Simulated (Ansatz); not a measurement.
**Question.** Name a neutral molecule of C, Cl, Hf, N and H with HOMO energy (PBE/def2-TZVPP) between -5.95 and -5.65 eV and HOMO–LUMO gap (PBE/def2-TZVPP) between 3.70 and 4.00 eV (Ansatz, PBE0-D4/def2-TZVP geometry).

**Answer.** `CC(C)[NH][Hf]([Cl])([Cl])[NH]C(C)C` (-5.68 eV, 3.92 eV). Other molecules can fit too; these were computed, each in one conformer that needn't be the lowest.
